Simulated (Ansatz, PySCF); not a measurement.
Breaking a bond: SeB (cation, charge +1), lowest triplet found (which spin is the ground state isn't settled by this scan).

- UKS-CAM-B3LYP = unrestricted CAM-B3LYP/cc-pVDZ (Ansatz, a program for electronic structure)
- UKS-B3LYP/3-21G = unrestricted B3LYP/3-21G (PySCF)
- ROHF/cc-pVDZ (Ansatz)
- FCI = full CI/cc-pVDZ, cores with 3d frozen (Ansatz)

Energies relative to the lowest point of each curve between 1.59 and 2.22 Å, where full CI is lowest, in eV:

| R / Å | UKS-CAM-B3LYP | UKS-B3LYP/3-21G | ROHF |
|---|---|---|---|
| 1.47 | 3.260 | 3.381 | 3.343 |
| 1.59 | 1.199 | 1.338 | 1.220 |
| 1.71 | 0.265 | 0.368 | 0.261 |
| 1.76 | 0.093 | 0.168 | 0.087 |
| 1.86 | 0.000 | 0.000 | 0.000 |
| 1.95 | 0.107 | 0.025 | 0.121 |
| 2.00 | 0.214 | 0.083 | 0.239 |
| 2.04 | 0.316 | 0.145 | 0.350 |
| 2.13 | 0.574 | 0.315 | 0.631 |
| 2.22 | 0.843 | 0.505 | 0.883 |

Problem. What does FCI give at the same points?

Solution. 1.47: 3.716; 1.59: 1.478; 1.71: 0.403; 1.76: 0.181; 1.86: 0.000; 1.95: 0.039; 2.00: 0.113; 2.04: 0.190; 2.13: 0.399; 2.22: 0.630 (eV).

The scan ran from 1.47 to 6.92 Å; beyond the distances shown full CI changes its symmetry label.
